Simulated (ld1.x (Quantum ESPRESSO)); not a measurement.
## La: one change to a TM potential, before and after

* Element: lanthanum (La)
* Generator: ld1.x (Quantum ESPRESSO) 7.5
* Type: norm-conserving Troullier–Martins (Kleinman–Bylander form)
* Functional: PBE
* Relativity: scalar-relativistic
* Frozen core: [Xe]
* Valence charge: 3
* Reference configuration: 4f0 5d2 6s1 6p0
* Partial waves: 6s (bound): rc 4.20 bohr; 6p (bound, empty): rc 4.20 bohr; 5d (bound): rc 3.40 bohr; 4f (bound, empty): rc 1.35 bohr
* Local potential: the f channel
* Core correction: none

All-electron outer shells of the reference configuration (PBE, scalar-relativistic, ld1.x):

| shell | level (eV) | outermost node (bohr) | outermost maximum (bohr) |
| --- | --- | --- | --- |
| 5s | -37.33 | 0.77 | 1.41 |
| 5p | -20.93 | 0.83 | 1.60 |
| 6s | -3.13 | 1.87 | 3.93 |
| 4f | -2.74 | – | 0.75 |
| 5d | -2.14 | 0.95 | 2.27 |
| 6p | -1.05 | 2.24 | 5.31 |

Change: wave 5d (bound): rc 3.40 bohr becomes 5d (bound): rc 3.64 bohr.

Cutoffs: the cutoffs (Ry, on a coarse ladder) from which the occupation-weighted sum of valence levels, in a spherical-Bessel basis at the reference potential, stays within 10 and 1 mRy of its value at 400 Ry; they do not see the model core or the augmentation charge, which bear on the density cutoff. Errors are all-electron minus pseudo energies relative to the spin-unpolarised reference configuration.

Q: Predict the effect on cutoff, ghosts and configuration errors.

A: Both files are so soft that the ladder of cutoffs tells neither apart; both files keep a bound ghost (d, p, s); the errors of the 7 common tests hardly move; the range in which the d phases agree widens (upper end 3.3 → at the end of the scan).

```tsv
quantity	base	changed
cutoff, loose	10 Ry	10 Ry
cutoff, tight	12 Ry	12 Ry
loose cutoff by channel (10 mRy a level)	s 6 Ry, d 10 Ry	s 6 Ry, d 8 Ry
bound ghosts	s, p, d	s, p, d
error for 4f0 5d1 6s2 6p0, meV [ΔE -0.79 eV]	+42	+44
error for 4f0 5d1 6s1 6p0, meV [ΔE 5.17 eV]	+48	+49
error for 4f0 5d1 6s0 6p0, meV [ΔE 16.06 eV]	+185	+186
error for 4f0 5d1.5 6s1.5 6p0, meV [ΔE -0.45 eV]	+8.9	+9.3
error for 4f0 5d0 6s2 6p0, meV [ΔE 5.59 eV]	+366	+374
error for 4f0 5d1 6s0 6p1, meV [ΔE 8.13 eV]	+52	+53
error for 4f0 5d2 6s0 6p0, meV [ΔE 5.24 eV]	+53	+54
s: phases at 4.54 bohr within 0.05 rad from the reference energy up to (Ry; the scan ends near 5)	0.2	0.2
p: phases at 4.54 bohr within 0.05 rad from the reference energy up to (Ry; the scan ends near 5)	0.5	0.5
d: phases at 4.54 bohr within 0.05 rad from the reference energy up to (Ry; the scan ends near 5)	3.3	to the end of the scan
f: phases at 4.54 bohr within 0.05 rad from the reference energy up to (Ry; the scan ends near 5)	2.2	2.2
```

Base: The cutoffs count occupied waves only; the empty 4f level needs 160 Ry at the loose tolerance. Changed file: The cutoffs count occupied waves only; the empty 4f level needs 160 Ry at the loose tolerance. A true bound ghost makes a file unfit for plane-wave use even where its test errors are small: the radial tests pick states by their node count and pass the ghost by.
